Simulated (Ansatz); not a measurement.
Basis-set extrapolation for `CO[SiH2]F` (PBE0-D4/def2-TZVP geometry, frozen core, Ansatz 0.2.0). Multiplicity 1, RHF reference.

|  | def2-TZVPP | def2-QZVPP |
| --- | --- | --- |
| HF | -504.226808 | -504.247187 |
| MP2 correlation | -0.783749 | -0.848457 |
| CCSD(T) correlation | -0.839254 | not run |

Energies in hartree. Use E(X) = E(∞) + A·exp(−7.88·√X) for Hartree–Fock and E(X) = E(∞) + B·X^(−2.97) for correlation, with X = 3 and 4, and add CCSD(T) minus MP2 of the smaller set to the MP2 limit.

What is the CCSD(T) energy at the basis-set limit?

HF limit: -504.247187 + (-0.020379) × 0.13774 = -504.24999. MP2 limit: -0.848457 + (-0.064708) × 0.74074 = -0.89639. Higher-order term: -0.839254 − (-0.783749) = -0.05550. Total: -505.20188 hartree, 3.70 eV below CCSD(T)/def2-TZVPP.
